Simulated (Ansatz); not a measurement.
Method: Ansatz (a program for electronic structure) with B3LYP-D3(BJ)/def2-TZVP // PBE0-D3(BJ)/def2-SVP. Gas-phase values, no solvent. One relaxed conformer stands for a flexible species; it need not be the lowest. B3LYP has the VWN-RPA correlation part, as in Gaussian.  In the def2 sets, heavy atoms carry core potentials.

Reference species (SMILES): `C=CC[CH2][Sn]([OH])([OH])[OH]` (neutral, multiplicity 1).

```json
{
 "LUMO": "-1.35 eV",
 "HOMO": "-7.40 eV"
}
```

Changed species: `CCC[CH2][Sn]([OH])([OH])[OH]` (Y = n-butyl; the reference has Y = but-3-enyl).

Q: Give the shifts of the LUMO and HOMO.

A: the LUMO rises by 0.15 eV, to -1.20 eV; the HOMO falls by 0.41 eV, to -7.81 eV.
